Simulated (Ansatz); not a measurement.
Mo(O)(S)(Cl)(SH) (ClHMoOS₂), SMILES [O]=[Mo](=[S])([SH])[Cl], multiplicity 1.

Geometry: B3LYP-D3(BJ)/def2-SVP. The spin state was assumed, not searched. The structure was generated by enumeration; whether it is a known compound was not checked. The def2 effective core potentials stand for the cores of Mo; spin–orbit coupling is left out. One conformer was computed; it need not be the lowest.

Two levels are set side by side: PBE/def2-SVPD (Ansatz, a first-principles code) and PBE0/def2-SVPD (Ansatz). Energy differences of separate SCF runs at the same geometry; the states with an electron removed or added have multiplicity 2 and 2. Differences are taken from unrounded values.

```json
[
 {"quantity": "vertical ionisation energy (eV)", "PBE0": "10.08"},
 {"quantity": "vertical electron affinity (eV)", "PBE0": "2.36"},
 {"quantity": "vertical singlet–triplet gap (eV)", "PBE0": "2.30"}
]
```

Q: What does PBE give, and how far is it from PBE0? (The exact figures need the calculation; the answer reports its results.)

A: 
| quantity | PBE | PBE minus PBE0 |
|---|---|---|
| vertical ionisation energy (eV) | 9.81 | -0.27 |
| vertical electron affinity (eV) | 1.90 | -0.46 |
| vertical singlet–triplet gap (eV) | 2.52 | 0.22 |
